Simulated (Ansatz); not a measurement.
Cost and result for the atomization energy of `C[SiH2][SiH2]N` (13 atoms, 12 bonds).

| atom | x (Å) | y (Å) | z (Å) |
| --- | --- | --- | --- |
| C1 | -1.371 | 1.397 | -1.225 |
| Si2 | 0.268 | 0.885 | -0.464 |
| Si3 | 0.117 | -1.215 | 0.562 |
| N4 | 1.576 | -1.525 | 1.430 |
| H5 | -1.676 | 0.689 | -1.999 |
| H6 | -1.297 | 2.387 | -1.680 |
| H7 | -2.156 | 1.428 | -0.466 |
| H8 | 1.336 | 0.867 | -1.504 |
| H9 | 0.681 | 1.885 | 0.567 |
| H10 | -1.137 | -1.243 | 1.384 |
| H11 | -0.039 | -2.298 | -0.450 |
| H12 | 1.748 | -2.443 | 1.810 |
| H13 | 1.950 | -0.813 | 2.036 |

Total charge 0; spin multiplicity 1. Geometry: relaxed with PBE0-D4/def2-TZVP. It is one conformer, not always the lowest. Program: Ansatz. All runs use 4 threads of an Arm Neoverse V2 on a shared host. Times are those of one run each, without the atoms' runs, and a repeat can differ threefold. Electronic energies, without spin–orbit coupling; frozen cores. CCSD(T)/CBS adds CCSD(T) − MP2 in def2-TZVPP to the MP2 limit, and its time is that of the two runs behind it. T1 = 0.011. B3LYP takes the VWN-RPA correlation (the form of Gaussian; ORCA's B3LYP/G).

CCSD(T)/CBS is a level of theory with its own doubt, some kJ/mol a heavy atom from the limit and from the frozen cores, so smaller differences don't rank the functionals.

| level | functions | wall time | atomization (kJ/mol) | difference from CCSD(T)/CBS | per bond |
| --- | --- | --- | --- | --- | --- |
| revPBE-D4/def2-TZVPP | 272 | 1.9 s | 4248.5 | -72.2 | -6.0 |
| PBE-D4/def2-TZVPP (with forces) | 272 | 2.3 s | 4322.0 | 1.3 | 0.1 |
| PBE0-D4/def2-TZVPP | 272 | 2.8 s | 4289.6 | -31.1 | -2.6 |
| BHLYP-D4/def2-TZVPP | 272 | 2.9 s | 4252.6 | -68.1 | -5.7 |
| CAM-B3LYP-D4/def2-TZVPP | 272 | 3.3 s | 4339.6 | 18.9 | 1.6 |
| CCSD(T)/def2-SVP | 109 | 3.6 s | 4027.8 | -292.9 | -24.4 |
| B3LYP-D4/def2-TZVPP (with forces) | 272 | 4.3 s | 4325.7 | 5.0 | 0.4 |
| B2PLYP/def2-TZVPP | 272 | 4.8 s | 4264.0 | -56.7 | -4.7 |
| PBE-QIDH/def2-TZVPP | 272 | 5.5 s | 4265.1 | -55.6 | -4.6 |
| B97M-V/def2-TZVPP | 272 | 8.5 s | 4330.2 | 9.5 | 0.8 |
| MP2/def2-QZVPP | 524 | 20 s | 4265.1 | -55.6 | -4.6 |
| CCSD(T)/def2-TZVPP | 272 | 2.1 min | 4206.1 | -114.6 | -9.6 |
| CCSD(T)/CBS(def2) | – | 2.4 min | 4320.7 | 0.0 | 0.0 |

From BLYP to BHLYP (50 % exact exchange), in def2-TZVPP and without D4, the atomization energy moves by −15.1 kJ/mol: exact exchange takes away binding that semilocal exchange gives to molecules. Leaving LDA and LC-ωPBE aside and taking each functional with its dispersion term where it has one, the values, not all of them listed here, spread over 96.3 kJ/mol, from revPBE-D4 to ωB97X-V. LDA lies +511.9 kJ/mol from PBE without D4, its usual overbinding. In def2-TZVPP, CCSD(T) changes the Hartree–Fock value by +999.9 kJ/mol (the triples alone add +43.0 kJ/mol) and MP2 by +990.4 kJ/mol; breaking electron pairs costs correlation energy, which Hartree–Fock lacks.
